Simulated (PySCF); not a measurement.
Isomers of C5H14Si2, one GFN2-xTB conformer each. Single-point energies are computed at PBE0/pcSseg-1 (PySCF, gas phase, no added dispersion term), electronic only.

Problem. Rank them by PBE0/pcSseg-1 energy, lowest first (kJ/mol).
A. `[CH3:1][CH:2]([CH3:3])[SiH:4]1[CH2:5][SiH2:6][CH2:7]1` with C1–C2–Si4–C5 -172°, C2–Si4–C5–Si6 110°, Si4–C5–Si6–C7 6°, C5–Si6–C7–Si4 -6°, C2–Si4–C7–Si6 -110°
B. `[SiH3:1][SiH2:2][CH:3]1[CH2:4][CH2:5][CH2:6][CH2:7]1` with Si1–Si2–C3–C4 178°, Si2–C3–C4–C5 -166°, C3–C4–C5–C6 32°, C4–C5–C6–C7 -9°, C5–C6–C7–C3 -18°

Solution. A (0.0), B (46.0).

As drawn, the lower has a four-membered ring, which the higher lacks; the higher has an Si–Si bond, which the lower lacks. GFN2-xTB itself gives, in the same order: 106.8, 0.0. GFN2-xTB puts [SiH3][SiH2]C1CCCC1 lowest instead.

Problem. Which frontier levels, dipoles and rotational constants go with these structures?

Solution. 
```tsv
SMILES	HOMO (eV, PBE0/pcSseg-1)	LUMO (eV)	dipole (D)	A, B, C (MHz)
CC(C)[SiH]1C[SiH2]C1	-7.51	0.25	0.57	3108, 1074, 1035
[SiH3][SiH2]C1CCCC1	-8.04	0.10	0.94	3865, 851.3, 742.4
```
